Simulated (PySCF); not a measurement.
## Telling isomers of C6H13FOSi apart by NMR

No solvent model, one averaged value for each set of equivalent atoms, single conformer, no relativistic terms. Shieldings: GIAO PBE0/pcSseg-1; geometry from GFN2-xTB; PySCF.

Scale: 1H (31.72 ppm), 13C (186.93 ppm) against TMS (reference shieldings calculated alike). Splittings of carbon signals by F and P are missing where no couplings were computed. Where no couplings were computed, multiplicities follow the n + 1 count of equivalent neighbours, and m marks all less simple cases (inequivalent or close neighbours, rings, F or P nearby). Shifts are as computed. Against solution values, carbons near 30 ppm lie about +3 ppm off and those near 130 ppm about +5 ppm. Of 1211 compounds with measured shifts, 218 miss one by over three times the rms of a fit or turn the order of signals round; such compounds aren't used in these exercises. OH and NH positions are gas-phase values without hydrogen bonding to other molecules.

(1) Tabulate the signals of `CC/C=C(/CCF)[SiH2]O`, `CC/C=C(/C)O[SiH2]CF` and their relative energies.

(2) What is the quickest way to tell CC/C=C(/CCF)[SiH2]O from CC/C=C(/C)O[SiH2]CF?

Answers

(1) 
| SMILES | carbon types | δC | δH | E rel. (kcal/mol) |
| --- | --- | --- | --- | --- |
| CC/C=C(/CCF)[SiH2]O | 1×C 1×CH 3×CH2 1×CH3 | 159.0, 135.5, 86.1, 42.4, 31.6, 16.2 | 6.48 (t, 1H), 5.60 (s, 2H), 4.75 (m, 2H), 2.64 (m, 2H), 1.98 (m, 2H), 1.06 (t, 3H), 0.71 (br s, 1H) | 0.0 |
| CC/C=C(/C)O[SiH2]CF | 1×C 1×CH 2×CH2 2×CH3 | 151.7, 118.5, 82.3, 23.4, 22.6, 17.4 | 5.27 (m, 2H), 5.00 (m, 2H), 4.90 (t, 1H), 2.24 (m, 2H), 2.02 (s, 3H), 1.01 (t, 3H) | 10.7 |

Energies are electronic energies at PBE0/pcSseg-1 on these geometries, without zero-point or thermal terms, each for the one conformer computed, which needn't be the lowest.

(2) Both give the same number of carbon signals, but DEPT or the intensities differ. The first has an alkene CH at 159.0 ppm, the second a β carbon of an enol-ether or enamine type C=C (CH) at 118.5 ppm. Their most deshielded carbons lie at 159.0 and 151.7 ppm. In the proton spectra the most deshielded non-exchanging signals are 6.48 (t, 1H) and 5.27 (m, 2H).
